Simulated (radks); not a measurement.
Q: Numerical settings for neutral holmium, [Xe] 4f11 6s2. Calculated with a radial shooting solver on a logarithmic mesh with Libxc functionals: scalar-relativistic Kohn-Sham, PBE, spin-unpolarised, spherical densities, finite nucleus; Fermi nuclear charge, rms radius 5.2022 fm. The defaults (mesh step 0.008 in ln r, mesh end at 40 bohr or more with all orbitals vanishing there, Anderson mixing 0.5 over 9 steps, residual threshold near 1e-9 with the energy settled to 1e-9 hartree or 1e-11 of itself, here a cap of 97 iterations) give E = -12615.1613 hartree and 4f at -3.148 eV in 17 iterations. Run on one thread of a shared host, so times are rough (Intel(R) Xeon(R) 6975P-C): 0.16 s of CPU time, 0.16 s wall, 17 iterations on 2440 mesh points. One setting is changed at a time: mesh step in ln r 0.05; mesh step in ln r 0.08; mesh step in ln r 0.012; mesh end (bohr) 20; mesh end (bohr) 1; residual threshold 1e-16; residual threshold 0.1; mixing 0.01; linear mixing, mixing 0.5; linear mixing, mixing 0.8; mixing history 20; iteration cap 5. Which runs fail to converge, and which converge to a wrong energy?

A: Not converged within the cap: mesh step in ln r 0.08; residual threshold 1e-16; linear mixing, mixing 0.5; linear mixing, mixing 0.8; iteration cap 5. Settled on a wrong energy, with an occupied level pushed above zero by the early mesh end: mesh end (bohr) 1 (+329 hartree). Apart from these: no run marked as converged misses the energy by more than 1 mhartree.
